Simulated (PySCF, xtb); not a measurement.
aminosilylimino(oxo)methane (CH4N2OSi), SMILES C(=N[SiH2]N)=O.

Geometry optimised at PBE0-D3(BJ)/def2-SVP. One conformer was computed; it need not be the lowest.

Method: IEF-PCM-PBE0/def2-SVP (PySCF).

The values are the electrostatic part of the solvation free energy, E(continuum) − E(gas) at the gas-phase geometry, in a cavity of scaled van der Waals radii (PySCF's table); cavitation and dispersion terms are not included. In vacuum the orbital gap is 8.43 eV. The dipole moment in vacuum is 2.64 D.

```
solvent              ε  ΔG(elec) (kcal/mol)  dipole (D)  gap (eV)
---------------  -----  -------------------  ----------  --------
water            78.36                 -4.5        3.21      8.34
n-hexane          1.88                 -1.6        2.87      8.40
dichloromethane   8.93                 -3.8        3.14      8.35
```

For comparison, GFN2-xTB/ALPB(water) (xtb, at the GFN2-xTB geometry, all terms of that model) gives -3.0 kcal/mol.
